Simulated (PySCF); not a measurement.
SnBr4, SMILES [Sn]([Br])([Br])([Br])[Br].

Geometry: B3LYP-D3(BJ)/def2-SVP. The isomer is the one that the SMILES or the coordinates give; other isomers of the formula were not compared. The def2 effective core potentials stand for the cores of Sn; spin–orbit coupling is left out.

These are PBE/def2-TZVP in PySCF values and carry that method's errors.

The molecule is in vacuum.

**Question.** Estimate the frontier levels, gap, dipole moment and polarisability. (An estimate is asked for; the answer gives what the named calculation found.)

**Answer.** 
The highest occupied level is -7.61 eV and the lowest empty level comes out as -4.58 eV. The orbital gap comes out as 3.03 eV. The dipole moment is 0.000 e·Å and the quadrupole, principal values (traceless, Buckingham form, about the centre of nuclear charge) is 0.00, 0.00, 0.00 D·Å. The mean static polarisability is 127.4 bohr³ (18.88 Å³) and the polarisability, principal values is 127.4, 127.4, 127.4 bohr³.
